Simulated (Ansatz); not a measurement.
CH6O3Si2, SMILES `O[Si]1(O[SiH3])CO1`, relaxed with RKS PBE-D4/def2-SVP in the Gaussian-basis code of Ansatz from a rough embedded geometry. The force threshold is 0.03 eV/Å; the program also tests the step.

The species carries charge 0 and has multiplicity 1.

Start:

```xyz
12

O    -1.522   -0.452    1.766
Si   -0.613   -0.431    0.480
O    -0.106    1.065    0.098
Si    1.392    1.813   -0.244
C    -0.352   -1.891   -0.562
O    -1.498   -1.078   -0.762
H    -2.491   -0.446    1.607
H     1.094    3.228   -0.590
H     2.042    1.143   -1.339
H     2.156    1.795    0.992
H    -0.537   -2.868   -0.123
H     0.436   -1.876   -1.322
```

```json
{"step": "1", "energy (eV)": "-23006.5618", "largest force (eV/Å)": "3.179", "largest move (Å)": "0.000"}
{"step": "2", "energy (eV)": "-23006.9413", "largest force (eV/Å)": "1.474", "largest move (Å)": "0.087"}
{"step": "3", "energy (eV)": "-23007.0949", "largest force (eV/Å)": "0.597", "largest move (Å)": "0.144"}
{"step": "4 (rejected)", "energy (eV)": "-23007.0808", "largest force (eV/Å)": "1.262", "largest move (Å)": "0.172"}
{"step": "5", "energy (eV)": "-23007.1378", "largest force (eV/Å)": "0.672", "largest move (Å)": "0.085"}
{"step": "6", "energy (eV)": "-23007.1637", "largest force (eV/Å)": "0.393", "largest move (Å)": "0.100"}
{"step": "7", "energy (eV)": "-23007.1931", "largest force (eV/Å)": "0.114", "largest move (Å)": "0.150"}
{"step": "8", "energy (eV)": "-23007.1989", "largest force (eV/Å)": "0.112", "largest move (Å)": "0.091"}
{"step": "9", "energy (eV)": "-23007.2019", "largest force (eV/Å)": "0.057", "largest move (Å)": "0.059"}
{"step": "10", "energy (eV)": "-23007.2042", "largest force (eV/Å)": "0.064", "largest move (Å)": "0.087"}
{"step": "11", "energy (eV)": "-23007.2050", "largest force (eV/Å)": "0.070", "largest move (Å)": "0.061"}
{"step": "12", "energy (eV)": "-23007.2074", "largest force (eV/Å)": "0.064", "largest move (Å)": "0.078"}
{"step": "13", "energy (eV)": "-23007.2084", "largest force (eV/Å)": "0.051", "largest move (Å)": "0.031"}
{"step": "14", "energy (eV)": "-23007.2097", "largest force (eV/Å)": "0.069", "largest move (Å)": "0.077"}
{"step": "15", "energy (eV)": "-23007.2104", "largest force (eV/Å)": "0.107", "largest move (Å)": "0.051"}
{"step": "16", "energy (eV)": "-23007.2112", "largest force (eV/Å)": "0.084", "largest move (Å)": "0.044"}
{"step": "17", "energy (eV)": "-23007.2123", "largest force (eV/Å)": "0.067", "largest move (Å)": "0.037"}
{"step": "18", "energy (eV)": "-23007.2142", "largest force (eV/Å)": "0.072", "largest move (Å)": "0.107"}
{"step": "19", "energy (eV)": "-23007.2149", "largest force (eV/Å)": "0.089", "largest move (Å)": "0.073"}
{"step": "20", "energy (eV)": "-23007.2162", "largest force (eV/Å)": "0.089", "largest move (Å)": "0.045"}
{"step": "21", "energy (eV)": "-23007.2177", "largest force (eV/Å)": "0.071", "largest move (Å)": "0.059"}
{"step": "22", "energy (eV)": "-23007.2188", "largest force (eV/Å)": "0.069", "largest move (Å)": "0.099"}
{"step": "23", "energy (eV)": "-23007.2192", "largest force (eV/Å)": "0.056", "largest move (Å)": "0.024"}
{"step": "24", "energy (eV)": "-23007.2196", "largest force (eV/Å)": "0.024", "largest move (Å)": "0.020"}
{"step": "25", "energy (eV)": "-23007.2198", "largest force (eV/Å)": "0.021", "largest move (Å)": "0.030"}
```

End:

```xyz
12

O    -1.771   -0.279    1.786
Si   -0.698   -0.366    0.528
O     0.375    0.855    0.792
Si    1.418    1.743   -0.196
C    -0.376   -1.794   -0.548
O    -1.236   -0.628   -1.040
H    -2.520   -0.897    1.715
H     0.645    2.759   -0.985
H     2.151    0.825   -1.135
H     2.394    2.432    0.710
H    -0.942   -2.745   -0.493
H     0.559   -1.905   -1.133
```

Run time 49 s (2 threads of an AMD EPYC 7R13 on a shared host); peak host memory 0.2 GiB.
